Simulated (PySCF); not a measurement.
NMR data simulated for an unnamed compound:

¹H NMR (400 MHz, computed): δ 9.12 (s, 1H), 4.56 (s, 3H), 2.82 (sept, 1H), 1.65 (d, 6H).

¹³C{¹H} NMR (computed): δ 177.0 (C), 159.8 (CH), 123.9 (C), 42.2 (CH), 24.6 (CH3).

PySCF calculation with shielding tensors at PBE0/pcSseg-1 (GIAO) and GFN2-xTB structure; fast rotation and ring inversion assumed for equivalent nuclei, no solvent, a single conformation, relativity neglected.

Referencing at the same level of theory: ¹H (31.72 ppm), ¹³C (186.93 ppm) against TMS.

Problem. Which of these does the molecule contain: a benzene ring, a nitrile, a (CH3)2CH unit, a heteroaromatic ring, a three-membered ring, a Si–H bond?

Solution. 
- A benzene ring: no.
- A nitrile: no.
- A (CH3)2CH unit: yes (δC 24.6, 42.2; δH 1.65 (d), 2.82 (sept)).
- A heteroaromatic ring: yes.
- A three-membered ring: no.
- A Si–H bond: yes (δH 4.56 (s)).

The data belong to SMILES CC(C)c1nnncc1[SiH3], C$_{6}$H$_{11}$N$_{3}$Si; they needn't prove each group on their own.

Carbon signals by region: 1 in the far downfield region (above 160 ppm), 2 in the sp2 and nitrile region (100–160 ppm), 2 below 50 ppm. Above 160 ppm: 177.0, substituted aromatic carbon next to a ring nitrogen.

Shifts are as computed. Against solution values, carbons near 30 ppm lie about +3 ppm off and those near 130 ppm about +5 ppm. Of 1211 compounds with measured shifts, 218 miss one by over three times the rms of a fit or turn the order of signals round; such compounds aren't used in these exercises. No couplings were computed; multiplicities are counted from neighbouring protons, with m where these are inequivalent, close in shift, in a saturated or five-membered ring or joined by F or P, and br s for small geminal =CH2 splittings.
